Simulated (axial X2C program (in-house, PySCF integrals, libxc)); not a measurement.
## Worked dissociation energy of ScF⁺: HF, without spin–orbit coupling

Computed with an in-house relativistic program for diatomic molecules. Spin-free means the one-electron spin-free X2C Hamiltonian. Basis: Sc dyall-cv3z [10s11p7d5f2g], F dyall-av3z [7s6p3d2f] (cores contracted in-house); Gaussian nuclei, density fitting, unrestricted open shells. Masses: Sc 44.956 u, F 18.998 u.

Molecular state: M_S = 1/2, Λ = 2 (beyond evenly filled blocks: δ+α).

| Quantity | Value |
| --- | --- |
| E(Sc+) (2M_S = 2, M_L = 0) | -763.098778 hartree |
| E(F) (2M_S = 1, M_L = 0) | -99.503170 hartree |
| E(ScF⁺) at Re | -862.744318 hartree |
| ωe | 737.8 cm⁻¹ |
| ωexe | 2.83 cm⁻¹ |

Task: Work out De and D0.

Result: De = -763.098778 + (-99.503170) − (-862.744318) = 0.14237 hartree = 3.874 eV. The zero-point energy is ωe/2 − ωexe/4 = 368 cm⁻¹ = 0.046 eV, so D0 = 3.828 eV.

Occupations by symmetry block were frozen at the best pattern of an incomplete PBE0 search. De is counted from the lowest determinant-based energies of the atoms at the same level, without counterpoise correction. PBE0 can misorder states that lie within some tenths of an eV, so this need not be the ground state of the molecule. The nearest other spin-free determinant of the search, M_S = 1/2, Λ = 0, lies 0.33 eV up at the distance of the search.

Hartree–Fock lacks correlation and underbinds, often by eV.

Each atomic determinant is the lowest at this level and need not be a pure term. Totals compare only within one Hamiltonian and basis.
